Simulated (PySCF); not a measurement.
**Polarisability and C₆ of Al (aluminium, neutral)**

[Ne] 3s2 3p1, 2P determinant. Computed with PySCF 2.14 in x2c-QZVPPall with one added diffuse shell each of s, p, d, f type (10s7p5d3f1g, 86 functions), with scalar relativity by spin-free X2C-1e. Coupled (time-dependent) response in atomic units; α is the mean over directions.

```csv
method,mean α (bohr³),"α xx, yy, zz",C₆ (like pair),S(−4)
UHF,61.27,"51.86, 80.09, 51.86",554.5,1953
PBE,65.40,"53.13, 89.94, 53.13",581.4,2724
PBE0,62.30,"51.70, 83.52, 51.70",553.5,2254
wB97X-V,59.73,"50.83, 77.53, 50.83",529.2,1921
HSE06,62.55,"51.73, 84.18, 51.73",554.8,2300
```

S(−4) is the Cauchy moment in α(ω) = α(0) + S(−4) ω² + …

Reference α: 57.8 ± 1 bohr³ (recommended; Schwerdtfeger and Nagle, table of static dipole polarizabilities (2023 update)). Published C₆: 528.0 (Chu and Dalgarno (2004); Tang, Norbeck and Certain (1976)).

α(iu) at PBE:

| u (hartree) | α(iu) (bohr³) |
| --- | --- |
| 0 | 65.40 |
| 0.0500 | 59.52 |
| 0.100 | 48.24 |
| 0.200 | 29.75 |
| 0.300 | 18.98 |
| 0.500 | 9.143 |
| 0.750 | 4.703 |
| 1.00 | 2.886 |
| 1.50 | 1.465 |
| 2.00 | 0.9259 |
| 3.00 | 0.5024 |
| 5.00 | 0.2384 |

The components differ because the open shell of this determinant is not spherical; for a pure term their mean is the scalar polarisability.
